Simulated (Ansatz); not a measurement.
`[AlH2][B]1CC1` + H₂O → `OB1CC1` + `[AlH3]`  (formal hydrolysis of a B–Al bond)

Calculated with Ansatz (gas phase, PBE0-D4/def2-TZVP geometries, no zero-point term in ΔE). CCSD(T)/CBS is the MP2 limit (def2-TZVPP, def2-QZVPP) plus CCSD(T) − MP2 in def2-TZVPP, frozen cores. This one scheme is used for every species. Functionals use def2-TZVPP. B3LYP here is the variant with VWN-RPA as its local correlation; programs differ in this. HSE06 is defined as in plane-wave codes. One conformer a species, not always the lowest.

```json
{"level": "LDA (SPW92)", "ΔE (kJ/mol)": "-122.6", "difference from CCSD(T)/CBS": "-8.5"}
{"level": "PBE-D4", "ΔE (kJ/mol)": "-112.5", "difference from CCSD(T)/CBS": "1.6"}
{"level": "revPBE-D4", "ΔE (kJ/mol)": "-111.3", "difference from CCSD(T)/CBS": "2.8"}
{"level": "BLYP-D4", "ΔE (kJ/mol)": "-123.8", "difference from CCSD(T)/CBS": "-9.7"}
{"level": "B97M-V", "ΔE (kJ/mol)": "-131.5", "difference from CCSD(T)/CBS": "-17.4"}
{"level": "PBE0-D4", "ΔE (kJ/mol)": "-114.1", "difference from CCSD(T)/CBS": "0.0"}
{"level": "B3LYP-D4", "ΔE (kJ/mol)": "-124.8", "difference from CCSD(T)/CBS": "-10.7"}
{"level": "r2SCANh-D4", "ΔE (kJ/mol)": "-118.7", "difference from CCSD(T)/CBS": "-4.6"}
{"level": "r2SCAN0-D4", "ΔE (kJ/mol)": "-119.7", "difference from CCSD(T)/CBS": "-5.6"}
{"level": "BHLYP-D4", "ΔE (kJ/mol)": "-127.7", "difference from CCSD(T)/CBS": "-13.6"}
{"level": "CAM-B3LYP-D4", "ΔE (kJ/mol)": "-131.1", "difference from CCSD(T)/CBS": "-17.0"}
{"level": "B2PLYP", "ΔE (kJ/mol)": "-126.9", "difference from CCSD(T)/CBS": "-12.8"}
{"level": "PBE-QIDH", "ΔE (kJ/mol)": "-119.4", "difference from CCSD(T)/CBS": "-5.3"}
{"level": "PBE", "ΔE (kJ/mol)": "-113.8", "difference from CCSD(T)/CBS": "0.3"}
{"level": "revPBE", "ΔE (kJ/mol)": "-110.9", "difference from CCSD(T)/CBS": "3.2"}
{"level": "BLYP", "ΔE (kJ/mol)": "-125.9", "difference from CCSD(T)/CBS": "-11.8"}
{"level": "r2SCAN", "ΔE (kJ/mol)": "-118.3", "difference from CCSD(T)/CBS": "-4.2"}
{"level": "PBE0", "ΔE (kJ/mol)": "-115.5", "difference from CCSD(T)/CBS": "-1.4"}
{"level": "B3LYP", "ΔE (kJ/mol)": "-127.1", "difference from CCSD(T)/CBS": "-13.0"}
{"level": "r2SCANh", "ΔE (kJ/mol)": "-119.2", "difference from CCSD(T)/CBS": "-5.1"}
{"level": "HSE06", "ΔE (kJ/mol)": "-115.5", "difference from CCSD(T)/CBS": "-1.4"}
{"level": "BHLYP", "ΔE (kJ/mol)": "-130.9", "difference from CCSD(T)/CBS": "-16.8"}
{"level": "CAM-B3LYP", "ΔE (kJ/mol)": "-132.8", "difference from CCSD(T)/CBS": "-18.7"}
{"level": "LC-ωPBE", "ΔE (kJ/mol)": "-121.1", "difference from CCSD(T)/CBS": "-7.0"}
{"level": "RPA@PBE/def2-TZVPP", "ΔE (kJ/mol)": "-120.4", "difference from CCSD(T)/CBS": "-6.3"}
{"level": "HF/def2-SVP", "ΔE (kJ/mol)": "-148.3", "difference from CCSD(T)/CBS": "-34.2"}
{"level": "MP2/def2-SVP", "ΔE (kJ/mol)": "-149.7", "difference from CCSD(T)/CBS": "-35.6"}
{"level": "CCSD/def2-SVP", "ΔE (kJ/mol)": "-143.6", "difference from CCSD(T)/CBS": "-29.5"}
{"level": "CCSD(T)/def2-SVP", "ΔE (kJ/mol)": "-144.4", "difference from CCSD(T)/CBS": "-30.3"}
{"level": "HF/def2-TZVPP", "ΔE (kJ/mol)": "-134.3", "difference from CCSD(T)/CBS": "-20.2"}
{"level": "MP2/def2-TZVPP", "ΔE (kJ/mol)": "-123.1", "difference from CCSD(T)/CBS": "-9.0"}
{"level": "SCS-MP2/def2-TZVPP", "ΔE (kJ/mol)": "-125.1", "difference from CCSD(T)/CBS": "-11.0"}
{"level": "CCSD/def2-TZVPP", "ΔE (kJ/mol)": "-120.6", "difference from CCSD(T)/CBS": "-6.5"}
{"level": "CCSD(T)/def2-TZVPP", "ΔE (kJ/mol)": "-119.6", "difference from CCSD(T)/CBS": "-5.5"}
{"level": "HF/def2-QZVPP", "ΔE (kJ/mol)": "-134.4", "difference from CCSD(T)/CBS": "-20.3"}
{"level": "MP2/def2-QZVPP", "ΔE (kJ/mol)": "-120.0", "difference from CCSD(T)/CBS": "-5.9"}
{"level": "SCS-MP2/def2-QZVPP", "ΔE (kJ/mol)": "-122.3", "difference from CCSD(T)/CBS": "-8.2"}
{"level": "HF/CBS(def2)", "ΔE (kJ/mol)": "-134.4", "difference from CCSD(T)/CBS": "-20.3"}
{"level": "MP2/CBS(def2)", "ΔE (kJ/mol)": "-117.6", "difference from CCSD(T)/CBS": "-3.5"}
{"level": "CCSD/CBS(def2)", "ΔE (kJ/mol)": "-115.1", "difference from CCSD(T)/CBS": "-1.0"}
{"level": "CCSD(T)/CBS", "ΔE (kJ/mol)": "-114.1", "difference from CCSD(T)/CBS": "0"}
```

Largest T1 diagnostic among the species: 0.012.

Leaving LDA and LC-ωPBE aside and taking each functional with its dispersion term where it has one, the values spread over 20.2 kJ/mol, from B97M-V to revPBE-D4. LDA lies −8.8 kJ/mol from PBE without D4. From BLYP to BHLYP (50 % exact exchange), in def2-TZVPP and without D4, ΔE moves by −5.0 kJ/mol. At CCSD(T), def2-SVP lies −30.3 kJ/mol from the extrapolated value and def2-TZVPP −5.5 kJ/mol.
